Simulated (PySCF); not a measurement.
**TDDFT excited states: C4H10FPSi**

Species: C4H10FPSi.
Z-matrix (Å and degrees, GFN2-xTB geometry), rows numbered from 1:
```
F 
Si  1  1.6234
C   2  1.8993  1  106.87
C   3  1.5301  2  111.79  1    73.58
P   4  1.8636  3  110.92  2    62.17
C   5  1.8635  4   97.66  3   -73.75
C   6  1.5301  5  110.91  4    73.72
H   2  1.4548  1  104.53  3  -121.42
H   3  1.0922  2  110.32  1   -48.15
H   3  1.0915  2  109.91  1  -165.54
H   4  1.0945  3  110.32  2  -179.00
H   4  1.0939  3  110.50  2   -59.55
H   5  1.4060  4   94.92  3  -169.38
H   6  1.0940  5  109.58  4   -48.51
H   6  1.0944  5  107.39  4  -165.73
H   7  1.0914  2  109.91  1   165.46
H   7  1.0922  2  110.26  1    48.13
```

Computed with TDDFT PBE0/def2-SVPD, vertical, gas phase, core orbitals frozen in the response (PySCF 2.14.0, density-fitted response routines).

What does the calculation give for the low-lying excited states?

```tsv
state	E (eV)	ν̃ (cm⁻¹)	f	symmetry	main configurations (H = HOMO, L = LUMO)
S1	6.20	50010	0.042	A′	H→L (97%)
S2	6.47	52160	0.0086	A′	H→L+1 (97%)
S3	6.54	52720	0.072	A″	H→L+2 (96%)
S4	7.06	56910	0.0006	–	H-1→L (72%), H-1→L+1 (26%)
S5	7.19	57970	0.054	A′	H→L+4 (92%)
S6	7.20	58040	0.0056	A″	H→L+3 (98%)
S7	7.25	58510	0.0000	–	H-1→L+1 (72%), H-1→L (26%)
S8	7.51	60550	0.058	A′	H→L+5 (65%), H→L+6 (15%), H-1→L+2 (10%)
```

Triplets (Tamm–Dancoff): T1 5.17 eV, H→L (76%); T2 5.45 eV, H→L+2 (84%), H→L+7 (11%); T3 6.34 eV, H→L+1 (84%).

The lowest singlet lies at 6.20 eV (200 nm, ultraviolet) and is of moderate strength; its leading configuration is HOMO→LUMO (97%). The most intense listed level is S3 at 6.54 eV (190 nm, f = 0.072), 0.34 eV above S1. S5/S6 lie within about 0.01 eV of each other. Löwdin shares by element: HOMO phosphorus 62%, carbon 23% or more, hydrogen 6% or more; LUMO phosphorus 22%, hydrogen 12% or more, silicon 8%, carbon 8% or more (atoms not listed hold the other 51%). The listed states span 1.31 eV, and the widest gap between neighbours is 0.52 eV (S3 to S4). Orbital energies (eV): HOMO-3 -9.41, HOMO-2 -8.90, HOMO-1 -7.99, HOMO -6.97, LUMO 0.31, LUMO+1 0.53, LUMO+2 0.73. Of the 8 states listed, 4 reach f = 0.01 and 1 stays under 0.0005. No computed singlet lies in the visible range (380 to 750 nm); the lowest, at 200 nm, stands 2.94 eV above its violet end (3.26 eV). Symmetry labels in Cs follow from the direction of the transition dipole and are given only for states with f of 0.002 or more. Singlets were solved by full linear response, triplets in the Tamm–Dancoff approximation.

One conformer stands for the species.
